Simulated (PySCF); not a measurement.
Working out the ionisation energy of Rb⁺

Rb⁺ [Kr] (1S) → Rb²⁺ [Ar] 3d10 4s2 4p5 (2P). All numbers are calculated (PySCF 2.14, the spin-free X2C one-electron Hamiltonian (Gaussian nucleus), in x2c-SVPall (6s4p5d1f, 50 functions)). Frozen: [Ar] 3d10 4s2. Energies in hartree (1 hartree = 27.21139 eV):

| part | Rb⁺ (lower) | Rb²⁺ (upper) |
| --- | --- | --- |
| UHF | -2978.691719 | -2977.676774 |
| CCSD correlation | -0.091155 | -0.063828 |
| (T) | -0.001547 | -0.000786 |

Question: What does Hartree-Fock give?

Answer: (-2977.676774) − (-2978.691719) = 1.014945 hartree = 27.618 eV.

Question: What do CCSD and CCSD(T) give?

Answer: The CCSD correlation energies differ by 0.027327 hartree = 0.744 eV and the triples by 0.000761 hartree = 0.021 eV, so CCSD gives 28.362 eV and CCSD(T) 28.383 eV.

Reference: 27.290 eV (measured; NIST Atomic Spectra Database, ionization energies), between the lowest levels; spin-orbit coupling is absent from the calculation.

A double-zeta basis recovers only part of the correlation energy.

What remains against the reference includes basis incompleteness, the frozen core and higher excitations.
